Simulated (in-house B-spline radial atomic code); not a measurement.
Configurations of Tc, with energies counted from [Kr] 4d5 5s2. All numbers are computed (scalar-relativistic (X2C) r2SCAN0, spin-polarised, spherical fractional occupations, exact exchange averaged over the configuration; Fermi nucleus of rms radius 4.41117 fm) with a radial B-spline atomic code at the basis-set limit, not measured. Shells without spins written out take the highest spin.

Occupations are held fixed; configurations that lie above the ionisation limit could autoionise.

```json
{"configuration": "[Kr] 4d5 5s1 5p1", "E - E(ref) (eV)": "1.6892", "highest orbital": "5p up", "its <r> (bohr)": "4.205"}
{"configuration": "[Kr] 4d5 5s1 6f1", "E - E(ref) (eV)": "6.1223", "highest orbital": "6f up", "its <r> (bohr)": "45.33"}
{"configuration": "[Ar] 3d10 4s2 4p5 4d5 5s2 5d1", "E - E(ref) (eV)": "47.465", "highest orbital": "5d up", "its <r> (bohr)": "9.532"}
{"configuration": "[Ar] 3d9 4s2 4p6 4d5 5s2 6f1", "E - E(ref) (eV)": "266.38", "highest orbital": "6f up", "its <r> (bohr)": "45.11"}
```

Order these further configurations by energy, lowest first.
A. [Ar] 3d9 4s2 4p6 4d5 5s2 6d1
B. [Ar] 3d10 4s2 4p5 4d5 5s2 6p1
C. [Kr] 4d5 5s1 6p1
D. [Kr] 4d6 5s1
E. [Ar] 3d9 4s2 4p6 4d5 5s2 6p1

D (0.50477 eV), C (4.7543 eV), B (47.251 eV), E (264.93 eV), A (265.82 eV).
